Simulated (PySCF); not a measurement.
B3LYP has the VWN-RPA correlation part, as in Gaussian. 

Cartesian coordinates (Å):
```xyz
10

B      1.4567    -0.1613    -0.0516
C     -0.0438    -0.5492     0.0470
C     -1.0822     0.5750     0.0093
H      1.8096     0.9716    -0.1992
H      2.2934    -1.0120     0.0118
H     -0.2260    -1.2733    -0.7635
H     -0.1681    -1.1681     0.9482
H     -0.9975     1.1548    -0.9120
H     -0.9381     1.2683     0.8405
H     -2.1039     0.1942     0.0694
```
Charge 0, multiplicity 1.

Problem. Estimate the total energy, HOMO and S1 oscillator strength that B3LYP-D3(BJ)/def2-TZVP (PySCF) returns for this input.

Solution. 
```yaml
total_energy: -105.3086 Ha
HOMO: -8.62 eV
S1 oscillator strength: 0.001
```
